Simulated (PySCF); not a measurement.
Relaxation of singlet RhI3

Computed with PBE0/[Rh def2-SVP with ECP28, I def2-SVP with ECP28], scalar-relativistic core potentials, density fitting, no spin–orbit coupling, PySCF. A (50,194) grid was used.

A hand-made trigonal pyramidal start, of C3v symmetry, held to at least that symmetry:

```xyz
4
charge 0 multiplicity 1, angstrom
Rh    0.0000    0.0000   -0.9535
I     2.2780    0.0000    0.2577
I    -1.1390    1.9728    0.2577
I    -1.1390   -1.9728    0.2577
```

Optimiser trace:
```csv
step,E − E(last) (kJ/mol),largest gradient (Eh/bohr)
0,13.33,0.02461
1,3.16,0.01153
2,0.16,0.00327
3,0.05,0.00079
4,0.01,0.00080
5,0.02,0.00095
6,0.00,0.00027
7,0.00,0.00000
```

It ends at C3v with Rh–I 2.490 Å (×3); I–Rh–I 101.1° (×3) (after a last refinement on a finer grid). A frequency run shows a minimum. Other isomers or separated fragments may lie lower.

Final geometry:
Coordinates in bohr (charge 0 multiplicity 1):
```
Rh    0.0000    0.0000   -1.6796
I     4.1972    0.0000    0.4496
I    -2.0986    3.6348    0.4496
I    -2.0986   -3.6349    0.4496
```
